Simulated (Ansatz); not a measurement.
Reaction (formal exchange of groups at the Si–N bond): `N[SiH2][S][GeH3]` + SiH₄ → `[SiH3][SiH2][S][GeH3]` + NH₃

Program: Ansatz. Geometries: PBE0-D4/def2-TZVP. ΔE: electronic, gas phase. CBS: MP2 limit from def2 TZ/QZ plus the TZ coupled-cluster correction, frozen cores. This one scheme is used for every species. For Ge outer-core shells are correlated without core-valence functions, which leaves a few kJ/mol of doubt a bond. Scalar relativity is left out up to krypton. One conformer a species, not always the lowest.

```
                species  HF/def2-TZVPP energy (Eh)
     `N[SiH2][S][GeH3]`                -2820.48435
                   SiH₄                 -291.25838
`[SiH3][SiH2][S][GeH3]`                -3055.49356
                    NH₃                  -56.22104
```

Problem. Work out ΔE.

Solution. ΔE = (-3055.49356) + (-56.22104) − (-2820.48435) − (-291.25838) = 0.02813 Eh = +0.77 eV. CCSD(T)/CBS gives +0.54 eV.

Largest T1 diagnostic among the species: 0.012.

From PBE to PBE0 (25 % exact exchange), in def2-TZVPP and without D4, ΔE moves by +0.06 eV. The D4 term adds −0.06 eV with B3LYP and −0.04 eV with PBE0; it sums over pairs of atoms, weighted by their polarisabilities, and B3LYP, whose exchange is more repulsive, gets the larger term. In def2-TZVPP, CCSD(T) changes the Hartree–Fock value by −0.21 eV (the triples alone add −0.03 eV) and MP2 by −0.14 eV.

B3LYP here is the variant with VWN-RPA as its local correlation; programs differ in this.
